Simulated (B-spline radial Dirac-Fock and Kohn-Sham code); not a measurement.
**Satellites and hypersatellites of the K lines of Ge⁵⁺**

System: the Ge⁵⁺ ion, [Ar] 3d9.

Method: multi-electron Dirac-Fock with separately optimised hole states, Breit and Lamb-shift corrections added in first order. Computed with a radial finite-basis atomic code. Each two-hole energy is an average over J within one jj subconfiguration, not an observable level; in light atoms, where LS coupling holds, the j-resolved values are not observed lines, and for a K spectator the Kα1 hypersatellite is nearly forbidden. Electron correlation is not included.

Lines without a spectator: Kα2 (K-L2) 9854.7 eV, Kα1 (K-L3) 9885.9 eV, Kβ3 (K-M2) 10981.2 eV, Kβ1 (K-M3) 10985.6 eV. Shifts in eV with one spectator hole (a dash: not computed, or left out as unreliable):

| spectator hole | Kα2 | Kα1 | Kβ3 | Kβ1 |
| --- | --- | --- | --- | --- |
| K (1s) | +342.7 | +346.8 | +430.2 | +430.9 |
| L2 (2p1/2) | +33.6 | +41.3 | – | +91.4 |
| L3 (2p3/2) | +37.2 | +35.9 | +86.9 | – |
| M2 (3p1/2) | – | +3.54 | +8.18 | +10.32 |
| M3 (3p3/2) | +3.12 | – | +9.59 | +9.08 |

With n spectator holes in 2p, averaged over the 2p shell (energies in eV):

```
n     KαLⁿ   step  hypersatellite KαʰLⁿ
0   9875.5      –               10220.9
1   9913.0  +37.6               10259.7
2   9951.7  +38.7               10299.6
3   9991.5  +39.8               10340.6
4  10032.4  +40.9               10382.8
5  10074.5  +42.1               10426.1
```

Run: 19 s of CPU time on 1 thread of Intel(R) Xeon(R) 6975P-C (shared host), peak memory 0.39 GiB.
